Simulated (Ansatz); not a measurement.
**Energy profile**

The step: SiNH₅ ([NH2][SiH3]) + H₂O + HF → SiH₄O ([OH][SiH3]) + NH₃ + HF; bonds formed: Si1–O7, N2–H8, H6–F9; bonds broken: Si1–N2, H6–O7, H8–F9 (atoms numbered as in the saddle structure below).

```
atom    x (Å)    y (Å)    z (Å)
 Si1  -1.1175   0.2618   0.0611
  N2   0.1240  -1.1215   0.2679
  H3  -1.5078   0.6585  -1.3185
  H4  -2.2751  -0.6826   0.3407
  H5  -1.2165   1.1422   1.2444
  H6   1.4556   0.8846  -0.1168
  O7   0.5396   1.3853  -0.3656
  H8   1.1965  -0.7544   0.3090
  F9   2.3060  -0.0416   0.2469
 H10   0.0314  -1.7790  -0.5019
 H11  -0.1115  -1.6408   1.1087
 H12   0.5755   1.6874  -1.2758
```

Electronic energies by CCSD(T) at an estimated basis limit (MP2 extrapolated from triple and quadruple zeta, plus CCSD(T) − MP2 in triple zeta), on PBE0-D4/def2-TZVP structures; SiNH8OF, closed shell; no counterpoise correction. Ansatz 0.2.0; basis: def2-TZVPP and def2-QZVPP; cores frozen in the correlated methods. Extrapolation: Hartree–Fock as exp(−7.88 √X), correlation as X^−2.97.

**Question.** Give the profile in kJ/mol, counted from the separated reactants. (Judge from chemistry; the value comes from the calculation.)

**Answer.** Computed:
| point | kJ/mol |
| --- | --- |
| separated: SiNH5 (linked as [NH2][SiH3]; Si1, N2, H3, H4, H5, H10, H11; singlet) + H2O (H6, O7, H12; singlet) + HF (H8, F9; singlet) | 0.0 |
| start structure | -72.7 |
| saddle | -19.3 |
| end structure | -101.2 |
| separated: SiH4O (linked as [OH][SiH3]; Si1, H3, H4, H5, O7, H12; singlet) + NH3 (N2, H8, H10, H11; singlet) + HF (H6, F9; singlet) | -40.9 |
The saddle lies below the separated reactants: the barrier is submerged.

No T1 diagnostic of these runs exceeds 0.011.

For scale, one of the runs: CCSD(T)/def2-TZVPP, 247 basis functions (an equivalent command: `ansatz run in.yaml --threads 4`). Time: 36 s of wall clock on 4 CPU threads; the host was shared. Peak host memory: 5.6 GiB.
